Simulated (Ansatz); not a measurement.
Molecule: C$_{2}$H$_{8}$NSi, net charge -1, singlet state. It need not be the lowest isomer of its formula. Whether it binds its extra electron was not tested at this geometry. SMILES: N(C)(C)[SiH2-]
Geometry from a B3LYP-D3(BJ)/def2-TZVP (Ansatz, a quantum-chemistry and plane-wave program) optimisation:
```xyz
12

Si    -0.5091    -0.9657    -0.9225
N     -0.1291     0.3681     0.3349
C      0.6015     1.4806    -0.2097
H      0.0725     1.8870    -1.0764
H      0.7041     2.2894     0.5330
H      1.6314     1.2247    -0.5479
C      0.5114    -0.1274     1.5232
H      0.6133     0.6683     2.2800
H     -0.0855    -0.9322     1.9618
H      1.5327    -0.5370     1.3506
H     -1.5136    -0.1171    -1.7363
H     -1.6000    -1.6595    -0.0741
```
Charge -1, spin multiplicity 1.

Parts of the frozen-core correlation energy in STO-3G (Ansatz, hartree). Frozen orbitals: 8; correlated occupied orbitals by spin: 13 and 13; virtual: 11 and 11. Spin-orbit coupling is left out. No relativistic terms.

| term | value |
|---|---|
| reference (HF) | -418.60825 |
| MP2 opposite-spin | -0.16440 |
| MP2 same-spin | -0.01956 |
| CCSD correlation | -0.24495 |
| (T) | -0.00229 |
| T1 diagnostic | 0.008 |
| largest doubles amplitude | 0.064 |
